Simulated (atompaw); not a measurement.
## Which change was made? (Er, PAW (atompaw))

- Element: Er
- Generator: atompaw 4.2.0.5
- Type: PAW
- Functional: LDA (PW92)
- Relativity: scalar-relativistic
- Frozen core: [Kr] 4d10
- Valence charge: 22
- Reference configuration: 4f12 5s2 5p6 5d0 6s2 6p0
- Partial waves: 5s (bound): rc 1.65 bohr; 6s (bound): rc 3.00 bohr; 5p (bound): rc 2.20 bohr; 6p (bound, empty): rc 2.40 bohr; 5d (bound, empty): rc 3.00 bohr; 5d channel at 2.25 Ry: rc 3.00 bohr; 4f (bound): rc 1.35 bohr; 4f channel at 0.75 Ry: rc 1.35 bohr
- Local potential: bessel scheme, radius 2.55 bohr
- Core correction: smooth core density matched at 2.85 bohr
- Augmentation charge: sinc compensation charge, radius 2.20 bohr; PAW radius 3.00 bohr; waves and projectors: custom polynom vanderbiltortho

Cutoffs, loose and tight: the cutoffs (Ry, on a coarse ladder) from which the occupation-weighted sum of valence levels, in a spherical-Bessel basis at the reference potential, stays within 10 and 1 mRy of its value at 400 Ry. They see the waves, projectors and local potential, not the compensation charge or the core.

The base gives: outcome: generated; cutoff, loose: 110 Ry; cutoff, tight: 180 Ry; bound ghosts: none.

**Question.** After one change the result is: outcome: generated; cutoff, loose: 140 Ry; cutoff, tight: 230 Ry; bound ghosts: none. Which change was it?
A. all radii scaled by about 1.20 (s 1.98, p 2.62, d 3.58, f 1.62 bohr); local potential bessel scheme, radius 3.04 bohr; augmentation sinc compensation charge, radius 2.62 bohr; PAW radius 3.58 bohr; waves and projectors: custom polynom vanderbiltortho; core correction smooth core density matched at 3.40 bohr
B. all radii scaled by about 0.93 (s 1.52, p 2.04, d 2.78, f 1.26 bohr); local potential bessel scheme, radius 2.36 bohr; augmentation sinc compensation charge, radius 2.04 bohr; PAW radius 2.78 bohr; waves and projectors: custom polynom vanderbiltortho; core correction smooth core density matched at 2.64 bohr
C. all radii scaled by about 0.75 (s 1.24, p 1.64, d 2.24, f 1.00 bohr); local potential bessel scheme, radius 1.90 bohr; augmentation sinc compensation charge, radius 1.64 bohr; PAW radius 2.24 bohr; waves and projectors: custom polynom vanderbiltortho; core correction smooth core density matched at 2.12 bohr
D. all radii scaled by about 0.83 (s 1.36, p 1.82, d 2.48, f 1.12 bohr); local potential bessel scheme, radius 2.12 bohr; augmentation sinc compensation charge, radius 1.82 bohr; PAW radius 2.48 bohr; waves and projectors: custom polynom vanderbiltortho; core correction smooth core density matched at 2.36 bohr

**Answer.** B. The others give: all radii scaled by about 1.20 (s 1.98, p 2.62, d 3.58, f 1.62 bohr); local potential bessel scheme, radius 3.04 bohr; augmentation sinc compensation charge, radius 2.62 bohr; PAW radius 3.58 bohr; waves and projectors: custom polynom vanderbiltortho; core correction smooth core density matched at 3.40 bohr → outcome: generated; cutoff, loose: 80 Ry; cutoff, tight: 120 Ry; bound ghosts: none | all radii scaled by about 0.83 (s 1.36, p 1.82, d 2.48, f 1.12 bohr); local potential bessel scheme, radius 2.12 bohr; augmentation sinc compensation charge, radius 1.82 bohr; PAW radius 2.48 bohr; waves and projectors: custom polynom vanderbiltortho; core correction smooth core density matched at 2.36 bohr → outcome: generated; cutoff, loose: 180 Ry; cutoff, tight: 300 Ry; bound ghosts: none | all radii scaled by about 0.75 (s 1.24, p 1.64, d 2.24, f 1.00 bohr); local potential bessel scheme, radius 1.90 bohr; augmentation sinc compensation charge, radius 1.64 bohr; PAW radius 2.24 bohr; waves and projectors: custom polynom vanderbiltortho; core correction smooth core density matched at 2.12 bohr → outcome: failed: atompaw: The overlap operator has at least one negative eigenvalue!.
